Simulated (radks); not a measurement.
Results of a calculation; reference values are marked as such.
The lanthanum ion La+ inside a hard spherical wall (all orbitals vanish at R), configuration held at [Xe] 5d2 and not refilled when levels cross. Code: a radial shooting solver on a logarithmic mesh with Libxc functionals. Model: scalar-relativistic Kohn-Sham, PBE, spin-polarised, spherical densities, finite nucleus; open shells are filled with parallel spins first (spin-orbit coupling, left out, can overturn this in heavy ions); Fermi nuclear charge, rms radius 4.855 fm. Eigenvalues in eV for spin up, with the zero of energy where the potential of the charges vanishes at infinity; a dash marks a level that is unbound or too diffuse for the functional's potential to be trusted. A positive occupied level is held by the wall or, in an anion where self-interaction has pushed it up, behind a barrier. The pressure on the wall is -dE/dV.

[
 {"R (bohr)": "free", "E (hartree)": "-8492.7110", "kinetic (hartree)": "8982.520", "e(4d)": "-107.48", "e(5s)": "-42.887", "e(5p)": "-26.625", "e(4f, empty)": "-8.149", "e(6s, empty)": "-7.794", "e(5d)": "-7.620", "pressure (GPa)": "0"},
 {"R (bohr)": "20", "E (hartree)": "-8492.7110", "kinetic (hartree)": "8982.520", "e(4d)": "-107.48", "e(5s)": "-42.887", "e(5p)": "-26.625", "e(4f, empty)": "-8.149", "e(6s, empty)": "-7.794", "e(5d)": "-7.620", "pressure (GPa)": "< 0.0001"},
 {"R (bohr)": "12", "E (hartree)": "-8492.7110", "kinetic (hartree)": "8982.520", "e(4d)": "-107.48", "e(5s)": "-42.884", "e(5p)": "-26.623", "e(4f, empty)": "-8.146", "e(6s, empty)": "-7.790", "e(5d)": "-7.618", "pressure (GPa)": "0.000389"},
 {"R (bohr)": "8", "E (hartree)": "-8492.7084", "kinetic (hartree)": "8982.541", "e(4d)": "-107.31", "e(5s)": "-42.728", "e(5p)": "-26.477", "e(4f, empty)": "-7.985", "e(6s, empty)": "-7.513", "e(5d)": "-7.474", "pressure (GPa)": "0.112"},
 {"R (bohr)": "6", "E (hartree)": "-8492.6846", "kinetic (hartree)": "8982.670", "e(4d)": "-106.53", "e(5s)": "-42.044", "e(5p)": "-25.847", "e(4f, empty)": "-7.253", "e(6s, empty)": "-5.793", "e(5d)": "-6.700", "pressure (GPa)": "2.00"},
 {"R (bohr)": "3", "E (hartree)": "-8490.6471", "kinetic (hartree)": "8992.388", "e(4d)": "-90.268", "e(5s)": "-29.332", "e(5p)": "-11.960", "e(4f, empty)": "8.049", "e(6s, empty)": "45.484", "e(5d)": "14.420", "pressure (GPa)": "1040"},
 {"R (bohr)": "1.5", "E (hartree)": "-8427.5364", "kinetic (hartree)": "9202.688", "e(4d)": "21.199", "e(5s)": "158.41", "e(5p)": "201.60", "e(4f, empty)": "130.11", "e(6s, empty)": "579.02", "e(5d)": "267.37", "pressure (GPa)": "196000"}
]
